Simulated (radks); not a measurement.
Task: Neutral ytterbium: order these configurations by energy. All-electron calculation, Dirac Kohn-Sham, relativistic LDA (MacDonald-Vosko exchange, VWN5 correlation), spin-unpolarised, spherical densities, finite nucleus; Fermi nuclear charge, rms radius of each element as measured or else 0.836 A^(1/3) + 0.57 fm. Program: a radial shooting solver on a logarithmic mesh with Libxc functionals. Sub-shells are occupied by j as written (lower j first in brackets). [Xe] 4f(5/2: 6, 7/2: 7) 5d(3/2: 1, 5/2: 0) 6s2; [Xe] 4f(5/2: 6, 7/2: 7) 6s2 6p(1/2: 1, 3/2: 0); [Xe] 4f14 5d(3/2: 1, 5/2: 0) 6s1; [Xe] 4f14 6s1 6p(1/2: 1, 3/2: 0); [Xe] 4f14 6s2.

Result: From the lowest, in eV above it: [Xe] 4f14 6s2 0.000; [Xe] 4f14 6s1 6p(1/2: 1, 3/2: 0) 2.796; [Xe] 4f14 5d(3/2: 1, 5/2: 0) 6s1 3.141; [Xe] 4f(5/2: 6, 7/2: 7) 5d(3/2: 1, 5/2: 0) 6s2 4.350; [Xe] 4f(5/2: 6, 7/2: 7) 6s2 6p(1/2: 1, 3/2: 0) 5.477.
